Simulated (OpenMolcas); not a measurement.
Lines of neutral scandium: computed and rescaled rates

```
Program             : OpenMolcas
Method              : MS-CASPT2, IPEA 0.25 Eh, imaginary shift 0.1 Eh (closed shells correlated: 3s 3p)
Basis               : ANO-RCC-VQZP [7s6p4d3f2g1h]
Scalar Hamiltonian  : DKH2, point nucleus
Active space        : 3 electrons in 6 orbitals (3d 4s)
State averaging     : 2S+1 = 2 even, 30 roots; 2S+1 = 4 even, 10 roots kept (CI in the orbitals of an earlier block)
Spin-orbit coupling : RASSI with atomic mean-field integrals over the reference wave functions, term energies averaged over their components
```

Rates come from the transition moments of the reference wave functions (E1 and E2 in the length form). At fixed line strength A goes as λ^-3 for E1 and M1 and as λ^-5 for E2, so a rate at the computed wavelength can be rescaled to the measured one. Measured vacuum wavelengths follow from level energies in NIST Handbook of Basic Atomic Spectroscopic Data. Branching counts decays inside the model space alone, at computed energies, and the table is only a selection of the E2 and M1 lines, drawn from those between levels with measured partners whose computed energy lies within a factor of 1.5 of the measured one.

| Upper | Lower | Type | λ computed (nm) | λ measured (nm) | A computed (s-1) | A rescaled (s-1) | Branching % |
| --- | --- | --- | --- | --- | --- | --- | --- |
| 3d2 4s 4F 7/2 | 3d2 4s 4F 5/2 | M1 | 157800 | 190200 | 1.11e-05 | 6.34e-06 | 16.5 |
| 3d2 4s 4F 9/2 | 3d2 4s 4F 7/2 | M1 | 122900 | 149000 | 1.46e-05 | 8.19e-06 | 83.0 |
| 3d 4s2 2D 5/2 | 3d 4s2 2D 3/2 | M1 | 74340 | 59400 | 2.64e-05 | 5.18e-05 | 100.0 |
| 3d2 4s 4F 7/2 | 3d 4s2 2D 5/2 | E2 | 1191 | 874 | 5.34e-05 |  | 79.5 |
| 3d2 4s 4F 3/2 | 3d 4s2 2D 3/2 | E2 | 1187 | 868.1 | 1.97e-05 |  | 72.8 |
| 3d2 4s 4F 5/2 | 3d 4s2 2D 3/2 | E2 | 1181 | 865.2 | 5.99e-05 |  | 93.6 |
| 3d2 4s 2F 5/2 | 3d 4s2 2D 5/2 | E2 | 892.8 | 677.6 | 1.67e-01 | 6.63e-01 | 17.2 |
| 3d2 4s 2F 7/2 | 3d 4s2 2D 5/2 | E2 | 882.8 | 672.3 | 8.80e-01 | 3.44e+00 | 89.1 |
| 3d2 4s 2F 5/2 | 3d 4s2 2D 3/2 | E2 | 882.2 | 670 | 8.06e-01 | 3.19e+00 | 82.8 |
| 3d2 4s 2F 7/2 | 3d 4s2 2D 3/2 | E2 | 872.4 | 664.8 | 1.07e-01 | 4.16e-01 | 10.8 |

Spin-changing lines and M1 lines between different terms are not rescaled, since their strength hangs on the term gaps too.

The largest correction is for 3d2 4s 2F 5/2 → 3d 4s2 2D 5/2 (E2): 1.67e-01 × (892.8 / 677.6)^5 = 6.63e-01 s-1, a factor of 3.97.

No measured rate stands beside these. Rescaling mends the energy factor alone: line strengths can still be far off where a level mixes with configurations outside the active space, and weak or spin-changing lines hang on small mixing coefficients that depend on the term gaps too, so rescaling need not improve them.

Term energies are means over components that CASPT2 splits; among the terms shown or strongly mixed into the levels shown the widest spread is 2300 cm-1 (3d2 4s 2F). Over all roots computed the reference weight is 0.85 to 0.93; the roots of lowest weight are the least certain, and an intruder state may touch them. Terms from blocks run as CI alone lack orbitals of their own. A single d shell beside an s shell can misplace configurations of different d count against each other. Computed and measured levels are paired by configuration, term and J; levels that our copy of the source lacks, or whose pairing is in doubt (as where it misses far off the trend of its configuration), stay unpaired. Levels of configurations outside the active space are missing.
